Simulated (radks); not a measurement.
Values are calculated unless marked as measured or tabulated.
All-electron atom: Xe3+ in [Kr] 4d10 5s2 5p3.

Code: a radial shooting solver on a logarithmic mesh with Libxc functionals. Model: scalar-relativistic Kohn-Sham, PBEsol, spin-polarised, spherical densities, finite nucleus; open shells are filled with parallel spins first (spin-orbit coupling, left out, can overturn this in heavy ions); Fermi nuclear charge, rms radius 4.7859 fm.

Energy parts (eV):
part                       energy
total                 -202497.379
kinetic                212921.930
electron-nucleus      -488501.615
Hartree                 78048.763
exchange-correlation    -4966.456

Orbitals (lengths in bohr, moments of r in powers of bohr; <r^-3> diverges for s and p1/2):
| orbital | occ. | eigenvalue (eV) | <r> | <r^-3> | <r^4> |
|---|---|---|---|---|---|
| 1s up | 1 | -34387.99 | 0.02667 | - | 2.437e-06 |
| 1s down | 1 | -34387.84 | 0.02667 | - | 2.437e-06 |
| 2s up | 1 | -5380.903 | 0.1147 | - | 0.0004126 |
| 2s down | 1 | -5380.828 | 0.1147 | - | 0.0004126 |
| 2p up | 3 | -4832.803 | 0.1003 | 6166 | 0.0002988 |
| 2p down | 3 | -4832.679 | 0.1003 | 6166 | 0.0002988 |
| 3s up | 1 | -1127.338 | 0.3066 | - | 0.01752 |
| 3s down | 1 | -1127.209 | 0.3066 | - | 0.01751 |
| 3p up | 3 | -950.2976 | 0.3045 | 1190 | 0.01836 |
| 3p down | 3 | -950.1515 | 0.3045 | 1190 | 0.01836 |
| 3d up | 5 | -687.4836 | 0.2810 | 163.9 | 0.01585 |
| 3d down | 5 | -687.3448 | 0.2809 | 164.0 | 0.01584 |
| 4s up | 1 | -230.8561 | 0.7165 | - | 0.4937 |
| 4s down | 1 | -230.5665 | 0.7163 | - | 0.4919 |
| 4p up | 3 | -174.7320 | 0.7646 | 238.9 | 0.6723 |
| 4p down | 3 | -174.4217 | 0.7638 | 239.0 | 0.6663 |
| 4d up | 5 | -92.9077 | 0.8751 | 25.41 | 1.342 |
| 4d down | 5 | -92.4241 | 0.8701 | 25.61 | 1.294 |
| 5s up | 1 | -51.3895 | 1.748 | - | 16.83 |
| 5s down | 1 | -48.6151 | 1.738 | - | 16.76 |
| 5p up | 3 | -38.1031 | 1.998 | 33.34 | 29.42 |
| 5p down | 0 | -35.1794 | 2.009 | 33.68 | 30.89 |

The highest occupied level is 5p up at -38.103 eV. The electron density at the nucleus is 2.803e+05 e/bohr^3 (large components only). The density falls to 0.001 e/bohr^3 at r = 3.62 bohr. Summed over all electrons, <r^2> = 36.16 bohr^2, which gives a Langevin (diamagnetic) susceptibility term of -28.6 x 10^-6 cm^3/mol. Spin moment in Bohr magnetons: 3.
